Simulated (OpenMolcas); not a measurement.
## Ionisation energies of arsenic

* Program: OpenMolcas
* Basis: ANO-R2 [6s5p4d3f1g]
* Scalar Hamiltonian: X2C, finite nucleus
* Spin-orbit coupling: RASSI with atomic mean-field integrals over the reference wave functions, term energies averaged over their components

Active shells in each charge state: the valence s, p shells, with orbitals averaged over the low states. Where CASPT2's correlated closed shells are named, they are those of the first ion.

A. CASSCF
B. SS-CASPT2, IPEA 0.25 Eh, imaginary shift 0.1 Eh (closed shells correlated: 3d)
C. SS-CASPT2, IPEA 0.25 Eh, imaginary shift 0.1 Eh (closed shells correlated: 3s 3p 3d)
D. SS-CASPT2, IPEA 0.25 Eh, imaginary shift 0.1 Eh (closed shells correlated: none)
E. SS-CASPT2, IPEA 0 Eh, imaginary shift 0.1 Eh (closed shells correlated: 3d)

Energies in eV between the lowest computed levels, named as in B; reference values from the NIST Atomic Spectra Database with their kind.

| From | To | A | B | C | D | E | Spin-orbit share in B | Reference |
| --- | --- | --- | --- | --- | --- | --- | --- | --- |
| As+ 4s² 4p² ³P₀ | As2+ 4s² 4p ²P°_1/2 | 17.680 | 18.519 | 18.513 | 18.276 | 18.620 | -0.014 | 18.589 (measured) |
| As2+ 4s² 4p ²P°_1/2 | As3+ 4s² ¹S₀ | 27.278 | 28.309 | 28.311 | 27.953 | 28.407 | +0.219 | 28.349 (measured) |
| As3+ 4s² ¹S₀ | As4+ 4s ²S_1/2 | 48.910 | 49.628 | 49.660 | 48.983 | 49.628 | +0.000 | 50.150 (measured) |
| As4+ 4s ²S_1/2 | As5+ 3d¹⁰ ¹S₀ | 61.511 | 62.485 | 62.535 | 61.511 | 62.502 | +0.000 | 62.770 (measured) |

Steps that some method lacks are left out, and so are those with a state whose active s or d shell is doubly occupied in every root (s and p with five to eight electrons, d10) over a frozen core shell of the same l, since the two then mix freely.

Error against the reference values, in %:

```tsv
From	Reference	A	B	C	D	E
As+	measured	-4.9	-0.4	-0.4	-1.7	+0.2
As2+	measured	-3.8	-0.1	-0.1	-1.4	+0.2
As3+	measured	-2.5	-1.0	-1.0	-2.3	-1.0
As4+	measured	-2.0	-0.5	-0.4	-2.0	-0.4
```

Mean absolute error over the 4 measured values: A 1.12 eV, B 0.23 eV, C 0.21 eV, D 0.78 eV, E 0.22 eV.

° marks odd parity.
